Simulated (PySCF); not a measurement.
C4H6F2, SMILES F[C@H]1C[C@@H](F)C1. Geometry: PBE-D3(BJ)/def2-SVP. The structure was generated by enumeration; whether it is a known compound was not checked.

Method: PBE-D3(BJ)/def2-SVP (PySCF).

Harmonic wavenumbers (cm⁻¹): 105, 314, 414, 418, 453, 562, 765, 790, 895, 945, 1005, 1025, 1059, 1096, 1143, 1160, 1180, 1209, 1224, 1266, 1344, 1354, 1378, 1426, 2984, 2989, 3009, 3014, 3085, 3088. Rotational constants (GHz): 8.591, 2.220, 2.030; symmetry number 2.

Q: Work out the zero-point energy and the ideal-gas rigid-rotor harmonic-oscillator thermochemistry at 298.15 K and 1 atm.

A: ZPE = ½ Σ hcν = ½ × 40700 cm⁻¹ = 243.44 kJ/mol. H − E(el) = 260.42 kJ/mol. Entropy in J/(mol K): translation 165.15, rotation 105.20, vibration 38.38, total 308.73. G − E(el) = 168.37 kJ/mol. Cp = 93.06 J/(mol K). Modes under 150 cm⁻¹ make the vibrational entropy uncertain.
